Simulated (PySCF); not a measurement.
# How the method moves the HOMO and LUMO of `Cl[BH-]1[PH2+][BH2-][PH2+]1`

Species: B2ClH7P2.
Z-matrix (Å and degrees, PBE0-D3(BJ)/def2-SVP geometry), rows numbered from 1:
```
Cl
B   1  1.8101
P   2  1.9823  1  121.11
B   3  1.9719  2   90.15  1  -145.33
P   4  1.9720  3   86.08  2    21.41
H   2  1.2187  1  116.29  3   127.66
H   3  1.4156  2  113.22  1   -28.90
H   3  1.4156  2  118.53  1    89.91
H   4  1.2171  3  106.52  2   -84.53
H   4  1.2089  3  118.33  2   141.62
H   5  1.4158  2  118.13  1   -90.46
H   5  1.4155  2  113.65  1    28.41
```

Basis pcSseg-2 throughout (PySCF), one geometry. One conformer (not necessarily the lowest) at the PBE0-D3(BJ)/def2-SVP geometry, without solvent, vibrations or thermal averaging.

How do the orbital energies, the gap and the dipole change with the method?

```csv
method,kind,HOMO (eV),LUMO (eV),gap (eV),μ (D),SCF cycles
BLYP,GGA,-6.26,-1.45,4.81,1.64,14
B97-D,GGA,-6.39,-1.47,4.92,1.68,14
OPBE,GGA,-6.39,-1.56,4.83,1.67,15
PBE,GGA,-6.39,-1.59,4.81,1.65,14
KT2,GGA,-6.48,-1.63,4.85,1.68,15
LDA,LDA,-6.48,-1.70,4.78,1.68,14
BP86,GGA,-6.49,-1.63,4.86,1.67,14
KT3,GGA,-6.51,-1.65,4.86,1.67,14
B97-2,global hybrid,-7.38,-0.77,6.61,1.76,12
B3LYP,global hybrid,-7.41,-0.94,6.46,1.74,12
PBE0,global hybrid,-7.62,-0.75,6.87,1.77,12
mPW1PW91,global hybrid,-7.64,-0.76,6.89,1.77,12
BHandHLYP,global hybrid,-8.74,0.14,8.89,1.86,12
CAM-B3LYP,range-separated hybrid,-8.94,0.27,9.21,1.82,12
wB97X-D,range-separated hybrid,-9.45,0.99,10.44,1.82,14
LC-wPBE,range-separated hybrid,-10.26,1.36,11.62,1.87,13
HF,Hartree–Fock,-10.48,2.23,12.71,1.96,10
```

The HOMO spans 4.22 eV, from BLYP down to HF, and the gap runs from 4.78 eV (LDA) to 12.71 eV (HF). Over the methods BLYP (0 %), B97-D (0 %), OPBE (0 %), PBE (0 %), KT2 (0 %), LDA (0 %), BP86 (0 %), KT3 (0 %), B97-2 (21 %), B3LYP (20 %), PBE0 (25 %), mPW1PW91 (25 %), BHandHLYP (50 %), HF (100 %), a straight line through the gap against the share of exact exchange rises by 0.79 eV for each 10 % (correlation coefficient 1.000). The dipole ranges from 1.64 D (BLYP) to 1.96 D (HF). This basis has no diffuse functions.
